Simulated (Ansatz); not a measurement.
Ansatz (a program for electronic structure) input (PBE0/def2-TZVPD):

Ansatz 0.2 input:
```yaml
crystal:
  periodic: [false, false, false]
  atoms:
    - {symbol: B, position_ang: [-0.05817339, -0.01085331, 0.00453354]}
    - {symbol: F, position_ang: [0.58521979, 1.14908035, 0.43422908]}
    - {symbol: F, position_ang: [0.88615226, -0.87456899, -0.54889525]}
    - {symbol: C, position_ang: [-1.47559538, -0.27529930, 0.11499530]}
    - {symbol: H, position_ang: [-2.17040275, 0.43441954, 0.55644009]}
    - {symbol: H, position_ang: [-1.92750653, -1.19895944, -0.23708406]}
basis:
  gaussian:
    orbitals: def2-TZVPD
hamiltonian:
  xc: {name: PBE0}
total_charge: -1
output: {forces: true}
```

End of the output:

```
mean field evaluation 2: about -7163.7648 eV, gradient 7.4e1 eV
mean field evaluation 4: about -7178.7730 eV, gradient 4.2e0 eV
mean field evaluation 8: about -7178.8010 eV, gradient 1.9e-2 eV
mean field evaluation 16: about -7178.8159 eV, gradient 3.0e-5 eV
mean field -7178.81588742 eV, -263.8166178867 hartree, gradient 1.2e-5 eV, S^2 0.000000; 0 other end points of the search recorded, 0 dependent functions left out
the calculation of the forces begins
reference -7178.81592363 eV, -263.8166192172 hartree; 16, 16 occupied and 156, 156 virtual orbitals, 835 factors
Total energy: -7178.81592363 eV, -263.8166192172 hartree
Atom 0 at    -0.058173    -0.010853     0.004534 Å, force     0.311858     0.058183    -0.024304 eV/Å
Atom 1 at     0.585220     1.149080     0.434229 Å, force    -0.100115    -0.203872    -0.077651 eV/Å
Atom 2 at     0.886152    -0.874569    -0.548895 Å, force    -0.153708     0.156517     0.097432 eV/Å
Atom 3 at    -1.475595    -0.275299     0.114995 Å, force    -0.034750    -0.006483     0.002708 eV/Å
Atom 4 at    -2.170403     0.434420     0.556440 Å, force    -0.016314     0.029238     0.016167 eV/Å
Atom 5 at    -1.927507    -1.198959    -0.237084 Å, force    -0.006972    -0.033582    -0.014352 eV/Å
Dipole moment:     0.406506     0.075841    -0.031680 e Å
```

It need not be the lowest isomer of its formula. Whether it binds its extra electron was not tested at this geometry.
